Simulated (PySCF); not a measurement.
Compound: H₈O₂Si₃.
SMILES with atom numbers: `[SiH3:1][O:2][SiH2:3][O:4][SiH3:5]` (hydrogens: H6, H7, H8 on Si1; H9, H10 on Si3; H11, H12, H13 on Si5)

Geometry (PBE0-D3(BJ)/def2-SVP, Å), atoms numbered from 1 in this order:
```xyz
13
H8O2Si3 angstrom
Si    -2.188    0.296    0.155
O     -1.237   -0.388   -1.013
Si     0.204   -0.666   -1.762
O      1.455   -0.131   -0.829
Si     2.024    0.268    0.676
H     -1.575    0.084    1.501
H     -2.333    1.763   -0.085
H     -3.531   -0.349    0.115
H      0.238    0.076   -3.049
H      0.341   -2.132   -1.973
H      3.425    0.753    0.537
H      1.179    1.347    1.271
H      1.993   -0.921    1.578
```

Method used: core-valence-separated Tamm–Dancoff BHandHLYP/aug-pcX-1 (pcseg-1 on H, def2-SVPD on Si) in PySCF, non-relativistic, gas phase, PBE0-D3(BJ)/def2-SVP geometry. Absolute energies from this functional tend to lie a few eV below measured edges; no shift was applied.

The lowest roots of each edge with f over 0.003 (five at most, numbered afresh; weaker and dark ones are left out), with transition dipoles (au) in the frame of the coordinates:

| root | edge | E (eV) | f | μx | μy | μz |
| --- | --- | --- | --- | --- | --- | --- |
| 1 | O | 532.42 | 0.0047 | -0.0037 | 0.0017 | 0.0185 |
| 2 | O | 532.44 | 0.0042 | 0.0015 | -0.0101 | -0.0147 |
| 3 | O | 533.40 | 0.0127 | -0.0241 | 0.0088 | 0.0176 |
| 4 | O | 533.40 | 0.0133 | -0.0173 | -0.0114 | -0.0242 |
| 5 | O | 533.94 | 0.0150 | -0.0171 | 0.0003 | -0.0293 |

Problem. Molecules are fixed in this frame and the field points along (1, 1, 0)/√2. What effective strengths 3 f cos²θ do the roots have (θ between field and μ)?

Solution. root 1 (O2/O4): 0.000, root 2 (O2/O4): 0.001, root 3 (O2/O4): 0.005, root 4 (O2/O4): 0.016, root 5 (O2/O4): 0.006. Root 4 is the strongest. Averaged over all orientations cos²θ is 1/3, which gives f back.

The run took 7.3 s of wall time on an x86-64 server with one thread (shared host).

One conformer stands for the species.
